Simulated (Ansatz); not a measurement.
Input file for CH9FSi3 (`FC[SiH]([SiH3])[SiH3]`):

```yaml
crystal:
  periodic: [false, false, false]
  atoms:
    - {symbol: F, position_ang: [-1.332477, 0.577649, 1.937318]}
    - {symbol: C, position_ang: [-0.071284, 1.070993, 1.620733]}
    - {symbol: Si, position_ang: [0.543080, 0.295779, -0.011207]}
    - {symbol: Si, position_ang: [-0.899919, 0.856318, -1.765771]}
    - {symbol: Si, position_ang: [0.726584, -2.025840, 0.215492]}
    - {symbol: H, position_ang: [-0.142149, 2.160531, 1.540104]}
    - {symbol: H, position_ang: [0.604092, 0.836646, 2.449933]}
    - {symbol: H, position_ang: [1.893376, 0.876615, -0.274602]}
    - {symbol: H, position_ang: [-0.339819, 0.360220, -3.051828]}
    - {symbol: H, position_ang: [-2.233453, 0.234716, -1.555068]}
    - {symbol: H, position_ang: [-1.066184, 2.332955, -1.855343]}
    - {symbol: H, position_ang: [-0.615816, -2.632165, 0.414178]}
    - {symbol: H, position_ang: [1.333281, -2.602074, -1.014820]}
    - {symbol: H, position_ang: [1.587685, -2.371644, 1.379580]}
basis:
  gaussian: {orbitals: def2-TZVPP}
correlation: {method: ccsd_t}
```

```sh
$ ansatz run in.yaml --threads 2 --pin off --events-out ev --progress --plain --max-ram 22528MiB --backend cuda --devices 0, --max-vram 18GiB
```

Log, shortened:

```
Functional definition: HF
1802 factors; integrals over basis functions are off by at most 1.2e-3 eV
mean field evaluation 1: about -27464.4943 eV, gradient 2.6e1 eV
mean field evaluation 2: about -27464.7786 eV, gradient 2.7e1 eV
mean field evaluation 4: about -27467.5155 eV, gradient 4.7e0 eV
mean field evaluation 8: about -27467.5874 eV, gradient 2.4e-1 eV
mean field evaluation 16: about -27467.5877 eV, gradient 2.2e-6 eV
mean field -27467.58769688 eV, -1009.4152296606 hartree, gradient 2.2e-6 eV, S^2 0.000000; 0 other end points of the search recorded, 0 dependent functions left out
17 core orbitals not correlated: weight in the atoms' cores, before any rotation towards them, 1.000 or more for the frozen orbitals, at most 0.000 for the correlated occupied ones
reference -27467.58769688 eV, -1009.4152296606 hartree; 16, 16 occupied and 281, 281 virtual orbitals, 1802 factors
second order -21.78773842 eV of doubles, -0.00000000 eV of singles
cycle   1  -23.05436396 eV  change    -1.3e0 eV  update   1.1e-1
cycle   2  -23.73207836 eV  change   -6.8e-1 eV  update   3.5e-2
cycle   3  -23.85203708 eV  change   -1.2e-1 eV  update   1.7e-2
cycle   4  -23.84217045 eV  change    9.9e-3 eV  update   4.5e-3
cycle   5  -23.83944648 eV  change    2.7e-3 eV  update   1.8e-3
cycle   6  -23.83947782 eV  change   -3.1e-5 eV  update   5.3e-4
cycle   7  -23.83917119 eV  change    3.1e-4 eV  update   1.8e-4
cycle   8  -23.83911533 eV  change    5.6e-5 eV  update   5.4e-5
cycle   9  -23.83914282 eV  change   -2.7e-5 eV  update   2.4e-5
perturbative correction -0.82285004 eV, -0.0302391811 hartree
Total energy: -27492.24968974 eV, -1010.3215411816 hartree
```

It took 4 s on 2 threads of an AMD EPYC 7R13 on a shared host and a share of an NVIDIA H100 80 GB, with 0.86 GiB of host memory at the peak.

Correlation energy per correlated electron: -0.771 eV. T1 diagnostic: 0.0129.
